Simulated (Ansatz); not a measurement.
Two structures of AlH4OF3, singlet, reached by relaxing down either side of one saddle point (PBE0-D4/def2-TZVP). Energies are electronic, without zero-point energy. Program: Ansatz 0.2.0. Basis: def2-TZVPP and def2-QZVPP. Cores are frozen in the correlated methods. Extrapolation: Hartree–Fock as exp(−7.88 √X), correlation as X^−2.97. First:

| atom | x (Å) | y (Å) | z (Å) |
| --- | --- | --- | --- |
| Al1 | -0.2157 | -1.0796 | 0.1451 |
| H2 | -1.3381 | -0.1226 | 0.7887 |
| F3 | -0.7631 | -2.0526 | -1.0658 |
| F4 | 0.9051 | -1.6953 | 1.1979 |
| H5 | 0.5420 | 1.1393 | -0.5577 |
| O6 | 0.9002 | 0.2352 | -0.6998 |
| H7 | -1.1309 | 1.2874 | 0.4853 |
| F8 | -0.7236 | 2.0794 | 0.1318 |
| H9 | 1.8240 | 0.2088 | -0.4254 |

Second:

```csv
atom,x (Å),y (Å),z (Å)
Al1,-0.1346,-0.1021,-0.0911
H2,-2.3526,-0.5681,1.1483
F3,-1.0369,-0.8673,-1.2356
F4,0.4596,-1.0134,1.1595
H5,1.8320,1.0672,-1.0208
O6,1.5933,0.1343,-0.9569
H7,-2.2675,0.1563,1.3208
F8,-0.3868,1.5190,0.1540
H9,2.2934,-0.3260,-0.4781
```

Question: Which bonds change from the first to the second?

Answer: AlH₃OF₂ ([OH2][AlH]([F])[F]) + HF → AlH₂OF₃ ([OH2][Al]([F])([F])[F]) + H₂; bonds formed: Al1–F8, H2–H7; bonds broken: Al1–H2, H7–F8.

Question: Give the saddle point's structure and its height above each. (Judge from chemistry; the value comes from the calculation.)

Answer: By the calculation: 0.541 eV above the first and 1.954 eV above the second (CCSD(T) at an estimated basis limit (MP2 extrapolated from triple and quadruple zeta, plus CCSD(T) − MP2 in triple zeta)).
```
9
angstrom
Al -0.3123 -0.5205 0.2122
H -1.9423 -0.2388 0.5326
F -0.3812 -1.6930 -0.9735
F 0.5725 -0.8814 1.5646
H 1.6791 0.9393 -0.4086
O 1.0595 0.3612 -0.8671
H -1.5330 0.8497 0.6876
F -0.6863 1.4755 0.6381
H 1.5439 -0.2920 -1.3858
```

The search had been set up for a ligand exchange through a proton shuttle (forming Al1–O6, H5–F8, H2–H7, breaking Al1–H2, H5–O6, H7–F8); from that guess it ended on this step instead.

No T1 diagnostic of these runs exceeds 0.012. The end structure is not quite a true minimum (one mode of 27i cm⁻¹).

Labels in which every atom is bracketed show which atoms are joined, not bond orders.

For scale, one of the runs: CCSD(T)/def2-TZVPP, 222 basis functions, launched by `ansatz run in.yaml --threads 4 --pin off --events-out ev --progress --plain --max-ram 9574MiB`. Time: 29 s of wall clock on 4 CPU threads of an Intel Xeon 6975P-C; the host was shared. Peak host memory: 4.1 GiB.
